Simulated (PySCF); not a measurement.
Several orderings of computed values.

All species are isolated and taken at one optimised geometry, non-relativistic unless stated. Electronic properties by PySCF.

Dipoles, sizes and rotational constants follow the conformer. The torsions of the flexible species, by atom-mapped SMILES:
- `[CH3:1][C:2]([CH3:3])([NH2+:4])[CH2:5][CH:6]([F:7])[F:8]`: C1–C2–C5–C6 -69°, C2–C5–C6–F7 -55°, H–N4–C2–C1 0°, H–N4–C2–C1 177°
- `[CH3:1]/[C:2](=[C:3]/[F:4])[CH2:5][F:6]`: C1–C2–C5–F6 -55°
- `[CH3:1][CH:2]([CH3:3])[C@H:4]1[C@@H:5]2[CH2:6][C@H:7]12`: C1–C2–C4–C5 -151°
- `[CH3:1][C:2]([CH3:3])([CH:4][OH:5])[CH2:6][CH2:7][F:8]`: C1–C2–C4–O5 61°, C1–C2–C6–C7 -176°, C2–C6–C7–F8 175°, H–O5–C4–C2 -14°
- `[CH2+:1]/[C:2]=[C:3](/[CH3:4])[CH2:5][CH2:6][CH3:7]`: C2–C3–C5–C6 -87°, C3–C5–C6–C7 175°

(1) Rank by smallest rotational constant, highest first (GFN2-xTB).
A. `[CH+]1CCCCC[CH]1` [radical]
B. `CC([NH2+])(CC(F)F)C` [radical]
C. `CC(C)([CH]O)CCF` [radical]
D. `C/C(=[C]/F)CF` [radical]
E. `CC(C)[C@H]1[C@@H]2C[C@@H]21`

(2) Rank by isotropic g value, highest first (unrestricted B3LYP/pcH-1, mean-field spin–orbit at GFN2-xTB geometries).
A. `C/C(=[C]/F)CF` [radical]
B. `[CH]1[CH+]CCCCC1` [radical]
C. `CC(C)([NH2+])CC(F)F` [radical]
D. `[CH2+]/[C]=C(/C)CCC` [radical]

Results:

(1) D (1.805 GHz), A (1.718 GHz), E (1.606 GHz), B (1.362 GHz), C (1.101 GHz).

(2) C (2.00378), B (2.00303), A (2.00289), D (2.00271).
